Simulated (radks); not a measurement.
Results of a calculation; reference values are marked as such.
Valence configurations of Kr II (all share [Ar]). Code: a radial shooting solver on a logarithmic mesh with Libxc functionals. Model: scalar-relativistic Kohn-Sham, PBE, spin-unpolarised, spherical densities, finite nucleus; Fermi nuclear charge, rms radius 4.1884 fm. Energies are relative to 3d10 4s2 4p5; eigenvalues in eV.

[
 {"valence": "3d10 4s2 4p5", "E (eV)": "0.000", "e(3d)": "-93.300", "e(4p)": "-19.549", "e(4s)": "-33.981"},
 {"valence": "3d10 4s1 4p6", "E (eV)": "14.508", "e(3d)": "-94.829", "e(4p)": "-20.189", "e(4s)": "-34.772"},
 {"valence": "3d9.5 4s2 4p5.5", "E (eV)": "38.316", "e(3d)": "-100.06", "e(4p)": "-20.473", "e(4s)": "-35.348"},
 {"valence": "3d10 4s1.5 4p5.5", "E (eV)": "7.235", "e(3d)": "-94.070", "e(4p)": "-19.872", "e(4s)": "-34.381"},
 {"valence": "3d9 4s2 4p6", "E (eV)": "79.579", "e(3d)": "-106.93", "e(4p)": "-21.392", "e(4s)": "-36.695"}
]

NIST lists [Ar] 3d10 4s2 4p5 as the ground configuration; this level of theory agrees among the configurations tried. The energies are those of spherical spin-averaged densities, not of single terms.
